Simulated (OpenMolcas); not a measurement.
3d⁶ along the 24-electron sequence

```yaml
Program: OpenMolcas 26.06
Method: SS-CASPT2, IPEA 0.25 Eh, imaginary shift 0.1 Eh
Basis: ANO-RCC-VTZP
Scalar_Hamiltonian: DKH2, point nucleus
Spin-orbit_coupling: state interaction with AMFI integrals over the reference wave functions, term energies averaged over their components
```

Active space for each ion: 6 electrons in 10 orbitals (3d 4d); closed shells correlated by CASPT2: 3s 3p.

Computed levels in cm-1 above ⁵D₄:

| Level | Co3+ | Ni4+ | Cu5+ |
| --- | --- | --- | --- |
| ⁵D₃ | 609 | 821 | 1105 |
| ⁵D₂ | 1028 | 1379 | 1841 |
| ⁵D₁ | 1295 | 1734 | 2310 |
| ⁵D₀ | 1426 | 1907 | 2530 |
| ³P₂(1) | 23770 | 26910 | 29900 |
| ³H₆ | 24620 | 28070 | 31360 |
| ³H₅ | 24890 | 28430 | 31810 |
| ³H₄ | 25070 | 28640 | 32010 |
| ³P₁(1) | 25660 | 29400 | 33240 |
| weight of ⁵D in the lowest level (%) | 100 | 100 | 100 |

Measured, with the error of the calculation in %. Measured levels: Co3+ from Sugar and Corliss, J. Phys. Chem. Ref. Data 10, 1097 (1981); Ni4+ from Corliss and Sugar, J. Phys. Chem. Ref. Data 10, 197 (1981); Cu5+ from Sugar and Musgrove, J. Phys. Chem. Ref. Data 19, 527 (1990).

```json
{"Level": "⁵D₃", "Co3+": "639 (-4.7)", "Ni4+": "890 (-7.7)", "Cu5+": "1196 (-7.6)"}
{"Level": "⁵D₂", "Co3+": "1078 (-4.6)", "Ni4+": "1490 (-7.5)", "Cu5+": "1987 (-7.3)"}
{"Level": "⁵D₁", "Co3+": "", "Ni4+": "1872 (-7.4)", "Cu5+": "2490 (-7.3)"}
{"Level": "⁵D₀", "Co3+": "1494 (-4.6)", "Ni4+": "2058 (-7.3)", "Cu5+": "2733 (-7.3)"}
{"Level": "³P₂(1)", "Co3+": "22883 (+3.9)", "Ni4+": "26153 (+2.9)", "Cu5+": "29285 (+2.1)"}
{"Level": "³H₆", "Co3+": "23680 (+4.0)", "Ni4+": "27111 (+3.5)", "Cu5+": "30418 (+3.1)"}
{"Level": "³H₅", "Co3+": "24032 (+3.6)", "Ni4+": "27578 (+3.1)", "Cu5+": "31009 (+2.6)"}
{"Level": "³H₄", "Co3+": "24272 (+3.3)", "Ni4+": "27859 (+2.8)", "Cu5+": "31288 (+2.3)"}
{"Level": "³P₁(1)", "Co3+": "24729 (+3.8)", "Ni4+": "28698 (+2.5)", "Cu5+": "32685 (+1.7)"}
```

The fine-structure level ⁵D₀ changes by a factor of 1.77 from Co3+ to Cu5+. Its fourth root runs 6.15, 6.61, 7.09, with steps per unit of Z of 0.46, 0.48; equal steps would mean a (Z - σ)^4 law with constant σ.

³P₂(1) changes by a factor of 1.26 over the same range, with steps per unit of Z of +3140, +2990 cm-1.

CASPT2 breaks the degeneracy within a term, and the mean is taken; among the terms shown or strongly mixed into the levels shown the widest spread is 57 cm-1 (3d⁶ ³H, Ni4+). Active for correlation alone: 4d; no level in the range computed is led by a configuration that fills it, so any true level of that kind is missing. Measured partners are found by configuration, term and J. A level has none where our copy of the source lacks it or the pairing is in doubt (some pairs that miss far off the trend of their configuration count as doubtful), and it then counts in no deviation. Levels of configurations outside the active space are missing.

A number in round brackets counts repeated terms of one configuration in the order of the reference energies.
